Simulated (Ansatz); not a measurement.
Reaction (ligand exchange at the Si–S bond): `S[Si]Br` + silanol → `[SiH3]O[Si]Br` + H₂S

Isolated molecules relaxed with PBE0-D4/def2-TZVP in Ansatz; ΔE leaves out vibrations. CBS: MP2 limit from def2 TZ/QZ plus the TZ coupled-cluster correction, frozen cores. This one scheme is used for every species. DFT in def2-TZVPP. For Br outer-core shells are correlated without core-valence functions, which leaves a few kJ/mol of doubt a bond. Scalar relativity is left out up to krypton. One conformer a species, not always the lowest.

| level | ΔE (kJ/mol) |
| --- | --- |
| BHLYP | -59.4 |
| CCSD/def2-SVP | -61.8 |

Problem. What does CCSD(T)/CBS give? (Best estimate.)

Solution. The calculation gave: -52.7 kJ/mol. The listed levels differ from it by -6.7, -9.1 kJ/mol.

Largest T1 diagnostic among the species: 0.012.

Leaving LDA and LC-ωPBE aside and taking each functional with its dispersion term where it has one, the values, not all of them listed here, spread over 25.7 kJ/mol, from CAM-B3LYP-D4 to revPBE-D4. LDA lies −5.5 kJ/mol from PBE without D4. From BLYP to BHLYP (50 % exact exchange), in def2-TZVPP and without D4, ΔE moves by −10.0 kJ/mol.
